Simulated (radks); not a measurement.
Initial-state core-level shifts of the titanium ion Ti+ when its valence configuration changes from [Ar] 3d2 4s1. All-electron calculation, scalar-relativistic Kohn-Sham, SCAN, spin-polarised, spherical densities, finite nucleus; open shells are filled with parallel spins first; meta-GGA in the generalised Kohn-Sham scheme; Fermi nuclear charge, rms radius 3.5921 fm. Program: a radial shooting solver on a logarithmic mesh with Libxc functionals. Shifts are changes of the shell-averaged eigenvalues in eV (positive: less bound); the change of the density at the nucleus, which sets a Mossbauer isomer shift, is in e/bohr^3, on a base of 8532.

| valence | 1s | 2p | 3s | 3p | density at nucleus |
|---|---|---|---|---|---|
| 3d2 4s0.5 4p0.5 | -0.607 | -0.577 | -0.612 | -0.607 | -2.4105 |
| 3d1 4s1 4p1 | -7.137 | -7.988 | -6.872 | -6.580 | +2.1957 |
| 3d2 4p1 | -1.219 | -1.156 | -1.216 | -1.208 | -4.5735 |
| 3d3 | +4.714 | +5.387 | +4.777 | +4.556 | -5.6659 |
| 3d2.5 4p0.5 | +1.904 | +2.304 | +1.903 | +1.786 | -5.2030 |
| 3d2.5 4s0.5 | +2.500 | +2.861 | +2.503 | +2.386 | -3.0562 |
